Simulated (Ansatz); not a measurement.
Cost against result

Saddle point of AlNH₆O₃, singlet (AlH₃O₃ ([OH][Al]([OH])[OH]) + NH₃ → AlNH₄O₂ ([NH2][Al]([OH])[OH]) + H₂O (still joined by a long Al–O bond); bonds formed: O2–H5; dative contacts that become bonds: Al1–N6; bonds broken: H5–N6; bonds weakened to dative contacts: Al1–O2), PBE0-D4/def2-TZVP structure:

Al1  (0.014, -0.362, 0.303)
O2  (1.025, -0.012, -1.267)
O3  (0.940, -0.566, 1.717)
O4  (-1.160, -1.482, -0.244)
H5  (0.460, 0.945, -1.064)
N6  (-0.394, 1.452, -0.007)
H7  (0.744, -0.452, -2.074)
H8  (1.389, -1.375, 1.951)
H9  (-1.671, -2.032, 0.345)
H10  (-1.336, 1.717, -0.259)
H11  (-0.010, 2.165, 0.597)
(Å)

Barriers are electronic and count from the start structure reached by relaxing down the imaginary mode.

Computed with Ansatz 0.2.0 (basis: as named in each row); correlated methods freeze the cores. B3LYP uses VWN-RPA correlation. Extrapolation: Hartree–Fock as exp(−7.88 √X), correlation as X^−2.97.

Times are rough, for one single point on 8 threads of a shared host (Intel Xeon).

The estimate by CCSD(T) at an estimated basis limit (MP2 extrapolated from triple and quadruple zeta, plus CCSD(T) − MP2 in triple zeta) is 1.162 eV.

```json
{"method": "HF", "basis": "STO-3G", "time (s)": "under 1", "barrier (eV)": "0.586", "method less estimate": "-0.575"}
{"method": "PBE-D4", "basis": "STO-3G", "time (s)": "under 1", "barrier (eV)": "-0.564", "method less estimate": "-1.726"}
{"method": "SPW92", "basis": "def2-SVP", "time (s)": "under 1", "barrier (eV)": "0.547", "method less estimate": "-0.614"}
{"method": "B3LYP-D4", "basis": "6-31G", "time (s)": "1", "barrier (eV)": "1.007", "method less estimate": "-0.154"}
{"method": "PBE-D4", "basis": "def2-SVP", "time (s)": "1", "barrier (eV)": "0.749", "method less estimate": "-0.412"}
{"method": "PBE0-D4", "basis": "def2-SVP", "time (s)": "1", "barrier (eV)": "0.881", "method less estimate": "-0.281"}
{"method": "SPW92", "basis": "def2-TZVPP", "time (s)": "3", "barrier (eV)": "0.737", "method less estimate": "-0.424"}
{"method": "BHLYP-D4", "basis": "def2-TZVPP", "time (s)": "3", "barrier (eV)": "1.225", "method less estimate": "0.064"}
{"method": "B3LYP-D4", "basis": "def2-TZVPP", "time (s)": "3", "barrier (eV)": "1.097", "method less estimate": "-0.064"}
{"method": "PBE0-D4", "basis": "def2-TZVPP", "time (s)": "3", "barrier (eV)": "1.028", "method less estimate": "-0.134"}
{"method": "wB97M-V", "basis": "def2-SVP", "time (s)": "3", "barrier (eV)": "0.929", "method less estimate": "-0.233"}
{"method": "PBE-D4", "basis": "def2-TZVPP", "time (s)": "3", "barrier (eV)": "0.924", "method less estimate": "-0.238"}
{"method": "BLYP-D4", "basis": "def2-TZVPP", "time (s)": "3", "barrier (eV)": "1.026", "method less estimate": "-0.136"}
{"method": "CAM-B3LYP-D4", "basis": "def2-TZVPP", "time (s)": "4", "barrier (eV)": "1.104", "method less estimate": "-0.058"}
{"method": "r2SCAN0-D4", "basis": "def2-TZVPP", "time (s)": "4", "barrier (eV)": "1.084", "method less estimate": "-0.077"}
{"method": "CCSD(T)", "basis": "def2-SVP", "time (s)": "4", "barrier (eV)": "1.058", "method less estimate": "-0.103"}
{"method": "r2SCAN-D4", "basis": "def2-TZVPP", "time (s)": "5", "barrier (eV)": "1.017", "method less estimate": "-0.145"}
{"method": "B2PLYP", "basis": "def2-TZVPP", "time (s)": "6", "barrier (eV)": "1.123", "method less estimate": "-0.038"}
{"method": "PBE-QIDH", "basis": "def2-TZVPP", "time (s)": "6", "barrier (eV)": "1.104", "method less estimate": "-0.057"}
{"method": "RPA on PBE", "basis": "def2-TZVPP", "time (s)": "6", "barrier (eV)": "1.127", "method less estimate": "-0.035"}
{"method": "wB97X-V", "basis": "def2-TZVPP", "time (s)": "6", "barrier (eV)": "1.119", "method less estimate": "-0.043"}
{"method": "wB97M-V", "basis": "def2-TZVPP", "time (s)": "6", "barrier (eV)": "1.105", "method less estimate": "-0.056"}
{"method": "B97M-V", "basis": "def2-TZVPP", "time (s)": "8", "barrier (eV)": "1.153", "method less estimate": "-0.008"}
{"method": "MP2", "basis": "def2-QZVPP", "time (s)": "20", "barrier (eV)": "1.119", "method less estimate": "-0.043"}
{"method": "CCSD(T)", "basis": "def2-TZVPP", "time (s)": "84", "barrier (eV)": "1.142", "method less estimate": "-0.019"}
```

All methods are single points on the PBE0-D4 structures; a negative value means that the method puts the saddle structure below the start.

The T1 diagnostic stays at or below 0.012.

Labels in which every atom is bracketed show which atoms are joined, not bond orders.
